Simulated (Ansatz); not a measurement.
Computed with Ansatz on PBE0-D4/def2-TZVP structures; ΔE is electronic, products minus reactants. CCSD(T)/CBS is the MP2 limit (def2-TZVPP, def2-QZVPP) plus CCSD(T) − MP2 in def2-TZVPP, frozen cores. This one scheme is used for every species, atoms too. Functionals use def2-TZVPP. Open shells (•) are unrestricted, without spin–orbit coupling. Spin–orbit coupling would lower the free atoms: a little for Al, C, Cl, O.

Reaction (atomization): `[CH3][Al-]1([Cl])[O]C=CC=[O+]1` → Al• + 4 C• + Cl• + 6 H• + 2 O•

`[CH3][Al-]1([Cl])[O]C=CC=[O+]1`:

Cartesian coordinates in Å:
```
C -0.206 -1.110 2.292
Al 0.638 -0.621 0.622
Cl 2.602 -1.296 0.186
O -0.387 -1.029 -0.845
C -0.657 -0.233 -1.793
C -0.354 1.122 -1.824
C 0.257 1.753 -0.748
O 0.635 1.190 0.322
H 0.374 -0.753 3.147
H -1.214 -0.694 2.380
H -0.287 -2.196 2.390
H -1.189 -0.672 -2.642
H -0.636 1.706 -2.688
H 0.424 2.833 -0.799
```

```
   level  ΔE (kcal/mol)
 BLYP-D4         1445.6
BHLYP-D4         1394.2
     PBE         1476.8
 r2SCAN0         1425.9
```

Problem. What does CCSD(T)/CBS give? (An estimate is asked.)

Solution. Computed: +1442.3 kcal/mol. The listed levels differ from it by 3.3, -48.1, 34.5, -16.4 kcal/mol.

Problem. What do rigid-rotor, harmonic-oscillator terms from PBE0-D4/def2-TZVP frequencies (298.15 K, 1 bar) make of the CCSD(T)/CBS value? (An estimate is asked.)

Solution. The calculation gave: ΔZPE = -60.6 kcal/mol, ΔH = +1395.9 kcal/mol, ΔS = 1571 J/(mol·K), ΔG = +1283.9 kcal/mol. Open shells count their whole term as degenerate.

Largest T1 diagnostic among the species: 0.018.

From r2SCAN to r2SCAN0 (25 % exact exchange), in def2-TZVPP and without D4, ΔE moves by −29.7 kcal/mol: exact exchange takes away binding that semilocal exchange gives to molecules. In def2-TZVPP, CCSD(T) changes the Hartree–Fock value by +348.2 kcal/mol (the triples alone add +26.6 kcal/mol) and MP2 by +388.9 kcal/mol; breaking electron pairs costs correlation energy, which Hartree–Fock lacks. At CCSD(T), def2-SVP lies −65.9 kcal/mol from the extrapolated value and def2-TZVPP −37.8 kcal/mol: correlation converges slowly with the basis, and small sets miss more of it in the bonded molecule than in its fragments.

For atomizations the MP2-based limit and the directly extrapolated one differ by several kJ/mol either way, and by 10 to 25 for some Ge, Se and Sn compounds, so smaller differences from it don't rank the levels.
